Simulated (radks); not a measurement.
All-electron atom: Er+ in [Xe] 4f12 6s1 (the NIST ground configuration). All-electron calculation, scalar-relativistic Kohn-Sham, BLYP, spin-polarised, spherical densities, finite nucleus; open shells are filled with parallel spins first (spin-orbit coupling, left out, can overturn this in heavy ions); Fermi nuclear charge, rms radius 5.2516 fm. Program: a radial shooting solver on a logarithmic mesh with Libxc functionals.

Unscreened Slater integrals over Kohn-Sham orbitals (cm^-1). They are taken over the spin-up orbitals.

integral,value
"F0(6s,6s)",55263
"F0(6s,4f)",71821
"G3(6s,4f)",2679.9
"F0(6s,5p)",68646
"G1(6s,5p)",5499.9
"F0(6s,5s)",69804
"G0(6s,5s)",2777.3
"F0(4f,4f)",254310
"F2(4f,4f)",117260
"F4(4f,4f)",72920
"F6(4f,4f)",52285
"F0(4f,5p)",158970
"F2(4f,5p)",53737
"G2(4f,5p)",29264
"G4(4f,5p)",22087
"F0(4f,5s)",181830
"G3(4f,5s)",34537
"F0(5p,5p)",132600
"F2(5p,5p)",70859
"F0(5p,5s)",143380
"G1(5p,5s)",94675
"F0(5s,5s)",157940

Derived for the open shells (J is the average intra-shell exchange parameter used in DFT+U). 4f: F4/F2 = 0.622, F6/F2 = 0.446, J = (286 F2 + 195 F4 + 250 F6)/6435 = 9452 cm^-1.
